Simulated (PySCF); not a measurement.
# Worked example: refractive index and permittivity of the vapour

Si(F)2(OH)(SMe) (CH4F2OSSi), SMILES CS[Si](O)(F)F.

Geometry optimised at B3LYP-D3(BJ)/def2-SVP. This is a generated structure with no PubChem entry under its InChIKey; it may be hypothetical. The values are those of a single conformer.

PySCF with PBE/def2-TZVP gives a mean static polarisability of 57.5 bohr³ and a dipole moment of 2.66 D. Take an ideal gas at 298.15 K and 1 bar, whether or not the substance is that volatile.

**Question.** Work out n − 1 in the optical limit and the static ε − 1.

**Answer.** 
Polarisability volume α' = 57.5 × 0.148185 = 8.52 Å³. Number density N = p/kT = 2.43e-5 Å⁻³.
Dilute limit of Lorentz–Lorenz: n − 1 = 2π N α' = 0.0013.
Orientation term of Debye: μ²/(3kT) = 8.098 Å³ × μ²(D²) = 57.30 Å³.
ε − 1 = 4π N (α' + μ²/3kT) = 0.020. Orientation of the dipole supplies 87 % of the static response; it can't follow optical fields. Vibrational polarisation and dispersion are left out.
